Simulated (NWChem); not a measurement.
Molecule: Si$_{2}$H$_{5}$, doublet; SMILES [SiH2][SiH3]

```xyz
7

Si     0.1183    -1.2234     0.0893
Si     0.0371     1.1068     0.0218
H      1.0663    -1.8380    -0.8912
H     -1.2177    -1.8911     0.0033
H     -0.8504     1.5951     1.1208
H      1.4146     1.6484     0.2301
H     -0.4876     1.6271    -1.2813
```
Atoms are numbered in this order, from 1.

Level: PBE0/def2-SVP, spin-unrestricted (NWChem), optimised geometry, unscaled harmonic frequencies. 

```csv
frequency (cm⁻¹),IR intensity (km/mol)
124,0.1
378,15.9
392,13.8
439,0.8
577,9.7
627,0.4
855,353.2
916,5.2
931,51.3
934,36.2
2206,102.5
2212,48.6
2230,9.7
2231,61.4
2241,163.2
```

```yaml
zero_point_energy: 24.7 kcal/mol
thermal correction to the enthalpy at 298.15 K (with zero-point energy): 28.4 kcal/mol
heat capacity Cv: 16.3 cal/(mol K)
"entropy at 298.15 K and 1 atm (symmetry number 1, electronic part: spin degeneracy alone)": 69.9 cal/(mol K)
dipole_moment: 0.06 D
```

Rigid rotor and harmonic oscillator.
